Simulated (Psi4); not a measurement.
Two rigid molecules brought together: CO2 ··· COS (SMILES O=C=O and O=C=S), singlet. Monomers: optimised at B3LYP-D3(BJ) (def2-TZVP), held rigid. Orientation: a random orientation, not optimised. R is the distance of the centres of mass, along which the second monomer moves.

Geometry at R = 4.83 Å (first 3 atoms: monomer A):
```
6

O     -1.1597     0.0007     0.0000
C      0.0000     0.0000     0.0000
O      1.1597    -0.0007     0.0000
O      2.9985    -3.0949     4.3151
C      2.9427    -2.0948     3.7389
S      2.8673    -0.7428     2.9599
```

Computed with: PBE/def2-TZVP, counterpoise-corrected (Psi4); PBE-D3(BJ)/def2-TZVP, counterpoise-corrected (Psi4); PBE0/def2-TZVP, counterpoise-corrected (Psi4); SAPT0/jun-cc-pVDZ, frozen core (Psi4).

Interaction energies in kcal/mol; the last columns give the difference from SAPT0:

| R / Å | PBE/def2-TZVP | PBE-D3(BJ)/def2-TZVP | PBE0/def2-TZVP | SAPT0/jun-cc-pVDZ | PBE/def2-TZVP − SAPT0/jun-cc-pVDZ | PBE-D3(BJ)/def2-TZVP − SAPT0/jun-cc-pVDZ | PBE0/def2-TZVP − SAPT0/jun-cc-pVDZ |
|---|---|---|---|---|---|---|---|
| 4.23 | 1.57 | 0.79 | 1.67 | 1.45 | 0.12 | -0.67 | 0.22 |
| 4.40 | 0.64 | -0.05 | 0.72 | 0.48 | 0.16 | -0.53 | 0.24 |
| 4.64 | 0.02 | -0.54 | 0.10 | -0.12 | 0.14 | -0.42 | 0.21 |
| 4.83 | -0.16 | -0.63 | -0.09 | -0.28 | 0.12 | -0.35 | 0.18 |
| 5.00 | -0.22 | -0.61 | -0.16 | -0.32 | 0.10 | -0.29 | 0.16 |
| 5.23 | -0.21 | -0.53 | -0.17 | -0.30 | 0.09 | -0.22 | 0.14 |
| 5.54 | -0.16 | -0.39 | -0.13 | -0.24 | 0.08 | -0.14 | 0.11 |
| 5.82 | -0.12 | -0.28 | -0.09 | -0.19 | 0.07 | -0.09 | 0.09 |
| 6.30 | -0.06 | -0.16 | -0.05 | -0.12 | 0.06 | -0.04 | 0.07 |
| 7.03 | -0.02 | -0.07 | -0.02 | -0.06 | 0.04 | -0.01 | 0.04 |
| 8.03 | -0.01 | -0.03 | -0.01 | -0.03 | 0.02 | 0.00 | 0.02 |
| 9.33 | 0.00 | -0.01 | 0.00 | -0.01 | 0.01 | 0.00 | 0.01 |

PBE/def2-TZVP is furthest from SAPT0/jun-cc-pVDZ at 4.40 (0.16 kcal/mol, above); its mean absolute difference over the points is 0.08 kcal/mol.

PBE-D3(BJ)/def2-TZVP is furthest from SAPT0/jun-cc-pVDZ at 4.23 (-0.67 kcal/mol, below); its mean absolute difference over the points is 0.23 kcal/mol.

PBE0/def2-TZVP is furthest from SAPT0/jun-cc-pVDZ at 4.40 (0.24 kcal/mol, above); its mean absolute difference over the points is 0.12 kcal/mol.
